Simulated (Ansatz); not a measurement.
Species: CH$_{2}$NO (charge 0, doublet). SMILES: [NH]C=O
Coordinates optimised at B3LYP-D3(BJ)/def2-TZVP (Ansatz, a first-principles code):
```
C
O 1 1.2022
N 1 1.3856 2 125.91
H 3 1.0255 1 111.59 2 -114.89
H 1 1.1150 2 122.69 3 174.84
```
Charge 0, spin multiplicity 2.

Wanted: atomisation energy, in kcal/mol. Set-up: open shells spin-unrestricted; no dispersion term unless named; 6-31G* and kin with 6d, 5d where marked; atomisation electronic, to ground-state atoms; non-relativistic; no spin-orbit coupling; frozen cores in correlated levels. CBS marks a two-point X^-3 extrapolation of the correlation energy; Hartree-Fock from the larger set. [CCSD(T)-MP2]/basis is that difference in the basis named. First-principles rows: single points at B3LYP-D3(BJ) geometries (Ansatz). A UHF reference is markedly spin-contaminated in at least one set, which strains HF and MP2.

```json
[
 {"species": "[NH]C=O", "coefficient": "-1", "E at MP2/6-31G* (Ansatz), Eh": "-168.71334", "E at wB97X-V/def2-TZVPD (Ansatz), Eh": "-169.21690"},
 {"species": "C atom", "coefficient": "+1", "E at MP2/6-31G* (Ansatz), Eh": "-37.73297", "E at wB97X-V/def2-TZVPD (Ansatz), Eh": "-37.84665"},
 {"species": "H atom", "coefficient": "+2", "E at MP2/6-31G* (Ansatz), Eh": "-0.49823", "E at wB97X-V/def2-TZVPD (Ansatz), Eh": "-0.50049"},
 {"species": "N atom", "coefficient": "+1", "E at MP2/6-31G* (Ansatz), Eh": "-54.45701", "E at wB97X-V/def2-TZVPD (Ansatz), Eh": "-54.58636"},
 {"species": "O atom", "coefficient": "+1", "E at MP2/6-31G* (Ansatz), Eh": "-74.88004", "E at wB97X-V/def2-TZVPD (Ansatz), Eh": "-75.06921"}
]
```

Coupled cluster (Ansatz) is a level with limits of its own, used here on species with T1 under 0.025 (0.045 for open shells) and stable references: RI-MP2/CBS(aug-cc-pVTZ,aug-cc-pVQZ)+[CCSD(T)-MP2]/aug-cc-pVTZ. Value to compare with, RI-MP2/CBS(aug-cc-pVTZ,aug-cc-pVQZ)+[CCSD(T)-MP2]/aug-cc-pVTZ (Ansatz): 443.1 kcal/mol. 1 Eh = 627.5095 kcal/mol.

### Question
Work the quantity out at each level, and compare with RI-MP2/CBS(aug-cc-pVTZ,aug-cc-pVQZ)+[CCSD(T)-MP2]/aug-cc-pVTZ (Ansatz).

### Answer

- MP2/6-31G*: the sum of coefficient times E is 0.64686 Eh, or 405.91 kcal/mol. Result: 405.9 kcal/mol. Its difference against RI-MP2/CBS(aug-cc-pVTZ,aug-cc-pVQZ)+[CCSD(T)-MP2]/aug-cc-pVTZ (Ansatz) is -37.2 kcal/mol.
- wB97X-V/def2-TZVPD: the sum of coefficient times E is 0.71370 Eh, or 447.85 kcal/mol. Result: 447.9 kcal/mol. Its difference against RI-MP2/CBS(aug-cc-pVTZ,aug-cc-pVQZ)+[CCSD(T)-MP2]/aug-cc-pVTZ (Ansatz) is 4.8 kcal/mol.
